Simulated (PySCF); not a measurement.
Vertical excitations of a molecule C₂H₇NSi₂ from TDA-B3LYP/def2-SVPD (PySCF), as energy in eV (oscillator strength): 4.85 (0.004), 5.66 (0.002), 5.80 (0.018), 6.04 (0.026), 6.33 (0.003), 6.59 (0.008), 6.67 (0.048), 6.72 (0.024), 6.78 (0.047), 6.86 (0.088). Lowest triplet (TDA): 4.22 eV. The structure is a stationary point at PBE0-D3(BJ)/def2-SVP. The values are those of a single conformer.

### Question
Pick the molecule that these values belong to.
A) N[Si@@H]1C=C[SiH2]1
B) N[SiH2]C#C[SiH3]
C) C1=C[SiH2]N[SiH2]1
D) C#C[SiH2]N[SiH3]

### Answer
A, N[Si@@H]1C=C[SiH2]1
